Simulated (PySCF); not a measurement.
A structure optimised at ωB97X-D3(BJ)/def2-SVP, used in a PySCF frequency run:

```
C
C 1 1.3447
H 1 1.0968 2 118.30
H 2 1.0968 1 121.68 3 0.00
C 2 1.4400 4 116.73 1 180.00
C 5 1.2114 4 155.71 2 180.00
H 6 1.0764 4 163.88 2 -180.00
Si 1 1.8697 3 120.00 2 180.00
F 8 1.6327 1 107.02 3 0.00
H 8 1.4859 9 107.88 1 120.02
H 8 1.4859 10 110.99 9 -117.98
```

### Question
Write its SMILES, formula and point group.

### Answer
C#C/C=C\[SiH2]F, C4H5FSi, Cs

### Question
What are its rotational constants (standard atomic weights)?

### Answer
7.0316, 1.5227, 1.2707 GHz
